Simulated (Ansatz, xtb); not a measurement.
AlH5O2Si: which of two isomers lies lower

Structure a is `[O]1[AlH2-][OH+][SiH2]1`, a singlet and structure b is `[OH][AlH][O][SiH3]`, a singlet. Both are isolated molecules in the gas phase, relaxed with B3LYP-D3(BJ)/def2-SVP; the shapes shown needn't be the lowest conformers.

a (Å):

```yaml
atoms:
  - { symbol: Al, position_ang: [1.4568, 0.0168, 2.5722] }
  - { symbol: O, position_ang: [0.5547, -1.5168, 2.2478] }
  - { symbol: O, position_ang: [0.0314, 0.6157, 1.2357] }
  - { symbol: Si, position_ang: [-0.5325, -1.0449, 1.1404] }
  - { symbol: H, position_ang: [1.1571, 0.7191, 3.9589] }
  - { symbol: H, position_ang: [2.8479, 0.1855, 1.8296] }
  - { symbol: H, position_ang: [-0.0589, 1.3227, 0.5845] }
  - { symbol: H, position_ang: [-0.3542, -1.5167, -0.2579] }
  - { symbol: H, position_ang: [-1.9632, -1.1002, 1.5308] }
```

b (Å):

```
atom    x (Å)    y (Å)    z (Å)
  Al  -0.2761  -1.4760   0.8588
   O   0.2093  -1.1856   2.4590
   O  -1.8120  -1.0089   0.3045
  Si  -3.2971  -0.5803  -0.2682
   H  -0.2968  -0.7617   3.1573
   H   0.7468  -2.1901  -0.0837
   H  -4.1936  -0.1837   0.8585
   H  -3.1773   0.5745  -1.2061
   H  -3.9270  -1.7234  -0.9922
```

Q: Estimate which is lower in electronic energy at CCSD(T)/def2-SVP + ΔMP2/def2-TZVPP, and by roughly how much.

A: The CCSD(T)/def2-SVP + ΔMP2/def2-TZVPP calculation puts structure b lower, by 25.7 kJ/mol.

The same difference at several levels:

```csv
level,geometry,E(b) − E(a) (kJ/mol),departure from the last row (kJ/mol),"job, with rough time for the two"
B3LYP-D3(BJ)/def2-SVP,B3LYP-D3(BJ)/def2-SVP,−23.3,+2.4,"optimisation, 2.1 min"
HF/def2-SVP,B3LYP-D3(BJ)/def2-SVP,−34.0,−8.3,part of the CCSD(T) run
MP2/def2-SVP,B3LYP-D3(BJ)/def2-SVP,−20.1,+5.6,part of the CCSD(T) run
CCSD(T)/def2-SVP,B3LYP-D3(BJ)/def2-SVP,−20.0,+5.8,single point
CCSD(T)/def2-SVP + ΔMP2/def2-TZVPP,B3LYP-D3(BJ)/def2-SVP,−25.7,,"single point, 42 s"
```

As drawn, b has 1 Si–H in place of 1 O–Si, 1 Al–H. Structure a has a 4-membered ring, b no ring.

The levels shown agree on the order. The largest departure from CCSD(T)/def2-SVP + ΔMP2/def2-TZVPP is that of HF/def2-SVP, 8.3 kJ/mol. Levels run at GFN2-xTB geometries aren't shown. The last row adds to CCSD(T) the change of the MP2 difference between the two basis sets, here −5.8 kJ/mol.

With harmonic frequencies from B3LYP-D3(BJ)/def2-SVP (ideal gas, rigid rotor, one conformer each, 298.15 K, 1 atm): on the last row, ΔE + ΔZPE = −26.6 kJ/mol. A mode under 50 cm⁻¹ makes harmonic enthalpies and free energies unreliable, so none is given.

The correlated steps freeze 12 core orbitals. Codes used: Ansatz 0.2.0; the last row on 1 thread of Arm Neoverse N1 on a shared host.
